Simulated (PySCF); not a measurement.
Os+ (osmium, charge +1): UHF calculation

Configuration: [Xe] 4f14 5d6 6s1, high-spin 6D determinant. Computed with PySCF 2.14 in aug-cc-pVDZ-PP with ECP60MDF (5s5p4d2f, 54 functions), with scalar relativity through the core potential.

| Quantity | Value |
| --- | --- |
| Total energy | -89.825842 hartree |
| One-electron energy | -150.6742 hartree |
| Hartree (Coulomb) energy | 69.4650 hartree |
| Exchange energy | -8.6166 hartree |
| ⟨S²⟩ | 8.7538 |
| ⟨L²⟩ | 6.020 |
| Sum of ⟨r⟩ | 22.64 bohr |
| Sum of ⟨r²⟩ | 42.61 bohr² |
| Traceless quadrupole moment −½Σ⟨3z² − r²⟩ along its main axis | 1.02 e·bohr² |

| shell | electrons | mean orbital energy (hartree) | spread (hartree) | rms radius, mean of both spins (bohr) |
| --- | --- | --- | --- | --- |
| 5s α | 1 | -4.33670 | 0 | 1.09 |
| 5s β | 1 | -4.13152 | 0 | 1.09 |
| 5p α | 3 | -2.71057 | 0.05334 | 1.27 |
| 5p β | 3 | -2.42878 | 0.03225 | 1.27 |
| 5d α | 5 | -0.77438 | 0.06274 | 1.88 |
| 5d β | 1 | -0.62066 | 0 | 1.88 |
| 6s α | 1 | -0.59863 | 0 | 3.07 |

Energies and moments cover only the electrons outside the core potential. Spin-orbit coupling, absent here, splits the open shell strongly.
